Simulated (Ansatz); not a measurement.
LiNbO₃ (the lowest singlet isomer of a short search) was relaxed with B3LYP-D4 (def2-TZVP) in Ansatz in these states: neutral quintet, neutral triplet. The geometries follow in no particular order.

In the def2 sets Nb takes a core potential; there is no spin–orbit coupling.

A:

```xyz
5

Li    1.202   -0.422   -0.291
Nb   -0.959    0.348    0.725
O    -0.598   -0.599   -1.011
O    -0.116    0.798   -1.043
O     0.470   -0.125    1.620
```

B:

```xyz
5

Li    1.325   -0.941    0.139
Nb   -0.488    0.861    0.435
O    -1.785    0.023   -0.988
O     0.345    0.052   -1.134
O     0.604    0.006    1.549
```

Judge from the bond lengths which geometry belongs to which state (an estimate).

A is the neutral triplet (Li1–O3 1.947 Å, O3–O4 1.478 Å, Li1–O5 2.068 Å); B is the neutral quintet (Li1–O3 3.446 Å, O3–O4 2.135 Å, Li1–O5 1.844 Å).

At PBE0-D4/def2-TZVP a triplet lies 1.66 eV below the neutral quintet. These are the stationary points nearest to one start from a short search; other shapes may lie lower in each state.
